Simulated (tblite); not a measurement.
Run record: tight-binding relaxation, `C1=C[CH2][Ga]([NH]C1)[C]#CC`.

Computed with GFN2-xTB geometry optimisation, gas phase (tblite 0.8.0). Start geometry: from a force field or distance geometry. The input is one job of a driver script: a line of settings, then coordinates in Å.

Command:
```bash
OMP_NUM_THREADS=1 python probes_run.py task.json out
```

Input:
```
{"job": {"kind": "relax", "xc": "GFN2-xTB", "basis": "xTB"}, "charge": 0, "multiplicity": 1}
C      4.696000    -0.036200    -0.050700
C      3.214400     0.071100     0.027400
C      2.030000     0.136500     0.125300
Ga    -0.148200     0.274600     0.304300
C     -0.920000    -0.232900    -1.396800
C     -2.238000     0.418300    -1.268600
C     -3.011000     0.292800    -0.198600
C     -2.486300    -0.563500     0.910100
N     -1.444800     0.159600     1.643600
H      5.056600    -1.046200     0.160700
H      5.036200     0.231300    -1.083900
H      5.096900     0.720200     0.674200
H     -0.939900    -1.330800    -1.390000
H     -0.280100     0.219700    -2.193500
H     -2.605500     1.057600    -2.084900
H     -3.978900     0.765700    -0.076700
H     -2.021100    -1.496800     0.523700
H     -3.320800    -0.804600     1.615800
H     -1.745100     1.172800     1.766300
```

Output:
```
step      E/eV     max force
  0    -654.25161    3.468
  1    -654.40071    6.437
  2    -654.72643    1.454
  3    -654.86046    1.537
  4    -654.93051    0.850
  5    -654.95697    0.553
  6    -654.99171    0.719
  7    -655.02291    0.915
  8    -655.05049    0.641
  9    -655.07619    0.468
... (114 lines left out)
124    -655.33514    0.018
125    -655.33522    0.020
126    -655.33530    0.021
127    -655.33535    0.019
128    -655.33540    0.016
129    -655.33544    0.014
130    -655.33548    0.012
131    -655.33551    0.011
132    -655.33554    0.011
133    -655.33556    0.010
```

«max force» is the largest atomic force in eV/Å.

Question: From which step on does the largest force stay under 0.1 eV/Å, and how much energy is left to gain from there?

Answer: From step 80 (0.078 eV/Å), 8.4 meV above the end.

Summary of the converged run: energy lowered by 25.0 kcal/mol over 133 steps; largest atomic force 0.010 eV/Å at the end.

Question: How long does this job take on an Arm Neoverse N1 with one thread, no GPU, shared host with 64 logical CPUs at a one-minute load of 59?

Answer: About 1.8 s.
Labels such as C1 count atoms from 1, the log's own numbers from 0.
